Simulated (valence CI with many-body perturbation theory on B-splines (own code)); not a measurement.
## In³⁴⁺: fill in the table

Computed by valence CI with perturbative core correlation (CI+MBPT): five valence electrons over a frozen Dirac-Fock core [Ne], a basis of 11 s, 11 p, 10 d, 8 f, 5 g, 2 h functions for each j, with the one-electron correlation potential Σ1, the two-electron term Σ2, the three-electron term Σ3, Breit, model QED; selected CI, second order for the rest, scaled by the run's own slope (own B-spline code, finite nucleus).

The last digits are not significant, and no measured levels were compared; by estimate large intervals hold to a few tenths of a per cent, small ones and those within an open d or f shell to about a per cent. Among the levels kept, up to 4300 cm⁻¹ of a level comes from second order outside the variational space, and about a tenth of that is noise between levels of different J, which matters for small intervals.

```csv
Level,E (eV)
(3s^2 3p1/2^2 3p3/2) J=3/2,0.00
(3s^2 3p1/2 3p3/2^2) J=3/2,43.18
(3s^2 3p1/2 3p3/2^2) J=5/2,50.30
(3s^2 3p1/2 3p3/2^2) J=1/2,59.11
(3s^2 3p3/2^3) J=3/2,103.04
(3s 3p1/2^2 3p3/2^2) J=5/2,131.36
(3s^2 3p1/2^2 3d3/2) J=3/2,?
(3s 3p1/2^2 3p3/2^2) J=1/2,151.94
(3s^2 3p1/2^2 3d5/2) J=5/2,153.83
(3s 3p1/2^2 3p3/2^2) J=3/2,154.14
(3s^2 3p1/2 3p3/2 3d3/2) J=3/2 [a],?
(3s^2 3p1/2 3p3/2 3d3/2) J=5/2 [a],?
(3s^2 3p1/2 3p3/2 3d3/2) J=1/2 [a],176.96
(3s 3p1/2 3p3/2^3) J=3/2 [a],?
(3s^2 3p1/2 3p3/2 3d3/2) J=7/2,182.60
(3s^2 3p1/2 3p3/2 3d5/2) J=5/2 [a],185.39
(3s^2 3p1/2 3p3/2 3d5/2) J=7/2 [a],187.80
(3s^2 3p1/2 3p3/2 3d5/2) J=9/2,?
(3s^2 3p1/2 3p3/2 3d5/2) J=5/2 [b],?
(3s 3p1/2 3p3/2^3) J=1/2,198.66
```

Levels are named by their leading jj configuration (3d3/2^4 stands for four electrons in 3d with j = 3/2), which in mixed levels can hold well under half, so a name can repeat and another be missing. Letters in brackets count levels of one name in rising energy.

(1) The levels stand in rising order. What does the calculation give for the missing energies?

## Answers

(1) (3s^2 3p1/2^2 3d3/2) J=3/2 132.01; (3s^2 3p1/2 3p3/2 3d3/2) J=3/2 [a] 175.82; (3s^2 3p1/2 3p3/2 3d3/2) J=5/2 [a] 176.04; (3s 3p1/2 3p3/2^3) J=3/2 [a] 177.96; (3s^2 3p1/2 3p3/2 3d5/2) J=9/2 194.92; (3s^2 3p1/2 3p3/2 3d5/2) J=5/2 [b] 198.04.
